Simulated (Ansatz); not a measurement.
A nudged elastic band was laid between two geometries of BCl2H2N + H4Si (11 atoms, charge 0, multiplicity 1).

These are results of Ansatz, RKS PBE-D4/6-31G*, not measurements.

| Property | Result |
| --- | --- |
| movable images | 5 |
| climbing image | yes |
| spring | 5.0 eV/Å² |
| optimiser | quadratic models (default) |
| start path | through a guess of the saddle point |
| force threshold | 0.05 eV/Å |
| iteration limit | 60 |
| end points | relaxed |

Initial state:

```xyz
11
Properties=species:S:1:pos:R:3
B 0.306 -0.540 0.295
N 0.227 -1.196 1.526
H -0.646 -1.575 1.888
H 1.033 -1.314 2.135
Cl 1.858 0.115 -0.272
Cl -1.153 -0.359 -0.710
Si -1.003 3.080 1.018
H -2.462 2.902 0.729
H -0.801 4.367 1.760
H -0.229 3.112 -0.262
H -0.523 1.945 1.871
```

Final state:

```xyz
11
Properties=species:S:1:pos:R:3
B 0.043 0.598 0.369
N -0.059 -0.220 1.786
H -1.043 -0.384 2.049
H 0.404 -1.140 1.686
Cl 1.875 0.736 0.083
Cl -0.818 -0.523 -0.839
Si -0.864 2.421 0.532
H -2.324 2.296 0.895
H -0.240 3.265 1.618
H -0.779 3.194 -0.750
H 0.411 0.294 2.547
```

**Question.** Which bonds break or form, and what moves?

**Answer.** Bonds broken: Si7–H11. Bonds formed: B1–Si7, N2–H11. BCl2H2N + H4Si becomes BCl2H6NSi.

**Question.** Give the energies along the band, and the barrier.

**Answer.** The run converged. The highest image is number 3 of 0 to 6, 188.3 kJ/mol above the first end and 172.5 kJ/mol above the last; the last end lies 15.8 kJ/mol above the first. Neighbouring images differ by up to 1.9 eV, so the band resolves the path poorly. A vibrational analysis at the climbing image gives one clearly imaginary mode, 1259i cm⁻¹: a first-order saddle point. The orbitals stay closed-shell, which can raise the energy where a bond breaks towards radicals; this wasn't checked here.

| image | path coordinate (Å) | energy (kJ/mol) | Si7–H11 (Å) | B1–Si7 (Å) | N2–H11 (Å) |
| --- | --- | --- | --- | --- | --- |
| 0 | 0.00 | 0.0 | 1.50 | 3.92 | 3.25 |
| 1 | 1.86 | 0.6 | 1.50 | 4.00 | 3.42 |
| 2 | 3.72 | 2.1 | 1.50 | 3.69 | 2.78 |
| 3 | 5.57 | 188.3 | 1.84 | 2.31 | 1.39 |
| 4 | 8.59 | 21.5 | 3.17 | 2.06 | 1.03 |
| 5 | 11.60 | 19.6 | 3.13 | 2.05 | 1.03 |
| 6 | 14.61 | 15.8 | 3.20 | 2.04 | 1.03 |

**Question.** What is the geometry of the highest image?

**Answer.** 
```xyz
11
Properties=species:S:1:pos:R:3
B -0.230 0.238 0.419
N 0.292 -0.341 1.761
H -0.296 -1.024 2.243
H 1.295 -0.521 1.835
Cl 1.069 0.388 -0.850
Cl -1.844 -0.457 -0.065
Si -0.776 2.454 0.771
H -1.231 2.727 -0.626
H -1.911 2.720 1.720
H 0.367 3.369 1.108
H -0.129 0.984 1.661
```

The band took 26 iterations and about 4 core-minutes.

The run took 2.2 min on 2 threads of Intel(R) Xeon(R) 6975P-C (Granite Rapids), with other jobs on the host, peak memory 0.17 GiB.
